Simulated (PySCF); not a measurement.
**Distorted geometries of [Pb(NH2)]+**

[Pb(NH2)]+ (singlet). PySCF 2.14.0, RKS r2SCAN, Pb def2-SVP with ECP60, N def2-SVP, H def2-SVP; non-relativistic Hamiltonian with scalar-relativistic core potentials where named; density fitting; no spin-orbit coupling. Relaxed geometry:

```xyz
4

Pb    0.0000    0.0000   -0.0546
N     0.0000    0.0000    2.0369
H     0.8349    0.0000    2.6292
H    -0.8349    0.0000    2.6292
```

**Question.** Order these distorted geometries by energy above the relaxed one, lowest first.
A.
```xyz
4

Pb    0.0311   -0.0715   -0.1765
N     0.0033    0.0898    2.1246
H     0.7858   -0.0937    2.5777
H    -0.8202    0.0754    2.7150
```
B.
```xyz
4

Pb   -0.3345    0.1813   -0.2797
N     0.0351    0.0128    1.9473
H     0.8437   -0.0491    2.6782
H    -0.5442   -0.1450    2.8949
```
C.
```xyz
4

Pb    0.0057   -0.0251    0.0116
N     0.0021   -0.2381    2.0290
H     0.7383    0.0872    2.6140
H    -0.7461    0.1761    2.5861
```

**Answer.** C (0.32 eV), A (0.63 eV), B (1.06 eV).

**Question.** Which forces (eV/Å) act in the one that lies 0.32 eV up?

**Answer.** 
```
Pb   0.01 -0.04 -1.66
N   -0.90  0.58  1.23
H    1.92 -0.14  0.57
H   -1.04 -0.40 -0.14
```
Forces carry noise of the integration grid, about 0.01 to 0.03 eV/Å.

No frequency check is given that shows the relaxed geometry to be a minimum.
